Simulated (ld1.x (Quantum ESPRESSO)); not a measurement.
# Before and after: TM potential for B

ld1.x (Quantum ESPRESSO) 7.5 input, shortened:

```
&input
   title='B', zed=5., rel=1, dft='PZ', iswitch=3,
   config='[He] 2s2 2p1 3d-2'
 /
 &inputp
   pseudotype=2, tm=.true., lloc=1,
   nlcc=.false.
 /
3
2S  1  0   2.00   0.00  1.55  1.55  0.0
3D  3  2  -2.00   0.40  1.70  1.70  0.0
2P  2  1   1.00   0.00  2.00  2.00  0.0
 &test
   configts(1)='2s2 2p1'
 /
```

All-electron outer shells of the reference configuration (LDA (PZ), scalar-relativistic, ld1.x):

```tsv
shell	level (eV)	outermost node (bohr)	outermost maximum (bohr)
1s	-178.66	–	0.21
2s	-9.39	0.46	1.52
2p	-3.72	–	1.55
```

Change: wave 2s (bound): rc 1.55 bohr becomes 2s (bound): rc 2.32 bohr.

Cutoffs: the cutoffs (Ry, on a coarse ladder) from which the occupation-weighted sum of valence levels, in a spherical-Bessel basis at the reference potential, stays within 10 and 1 mRy of its value at 400 Ry; they do not see the model core or the augmentation charge, which bear on the density cutoff. Errors are all-electron minus pseudo energies relative to the spin-unpolarised reference configuration.

Question: What does the change do?

Answer: The potential gets softer (21 Ry and 50 Ry → 21 Ry and 30 Ry); of the 9 tests that both files solve, the error grows in 4 and shrinks in 2 by more than 15 % and 0.3 meV (median size 18.7 → 19.9 meV); neither file shows a bound ghost. A larger radius leaves more room for a smooth pseudo-wave, so fewer plane waves are needed.

| quantity | base | changed |
| --- | --- | --- |
| cutoff, loose | 21 Ry | 21 Ry |
| cutoff, tight | 50 Ry | 30 Ry |
| loose cutoff by channel (10 mRy a level) | s 15 Ry, p 21 Ry | s 6 Ry, p 21 Ry |
| bound ghosts | none | none |
| error for 2s2 2p0, meV [ΔE 8.33 eV] | +25 | +41 |
| error for 2s1 2p0, meV [ΔE 33.63 eV] | +132 | +113 |
| error for 2s2 2p0.5, meV [ΔE 2.94 eV] | +2.8 | +5.6 |
| error for 2s1 2p2, meV [ΔE 5.69 eV] | +4.2 | +2.4 |
| error for 2s2 2p1.3, meV [ΔE -0.77 eV] | +0.1 | +0.5 |
| error for 2s1 2p1, meV [ΔE 14.28 eV] | -3.3 | -20 |
| error for 2s0 2p3, meV [ΔE 11.40 eV] | +19 | +14 |
| error for 2s2 2p1 (spin-polarised), meV [ΔE -0.23 eV] | +24 | +24 |
| error for 2s1 2p0 (spin-polarised), meV [ΔE 32.90 eV] | +221 | +219 |
